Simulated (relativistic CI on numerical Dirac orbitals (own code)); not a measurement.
Calculated at this level of theory: Dirac-Coulomb-Breit CI, KLI orbitals optimised for each configuration, model QED, unscaled Slater integrals (own radial code, finite nucleus).

The strongest absorption lines from the ground level of an ion, among the configurations computed and to levels below about 3760 eV (vacuum wavelength in nm, gf): 0.33155 (0.049), 0.33339 (0.031), 0.38196 (0.1), 0.38625 (0.068), 0.53285 (0.34), 0.54981 (0.25), 4.1195 (0.48), 9.9057 (0.094).

(1) Which ion is it?
A. Lu⁶⁰⁺
B. Cs⁴⁴⁺
C. Eu⁵²⁺
D. Eu⁵⁴⁺

## Answers

(1) C. Eu⁵²⁺ has 11 electrons and the ground level 3s 2S_1/2; the strongest line goes to 3p 2P°_3/2. The pattern of lines fixes the number of electrons, and along that sequence the line energies rise steadily with the charge (about as its square where n changes within one kind of shell, about linearly where n is kept but much faster in heavy ions where fine structure, which grows about as Z⁴, sets the gap, and irregularly where shells cross), which fixes Z. Configurations outside the model, such as inner-shell arrays, can give stronger lines. At this charge energies of transitions that change n are usually good to better than 1 %, and those within a shell (Δn = 0) to a few per cent.
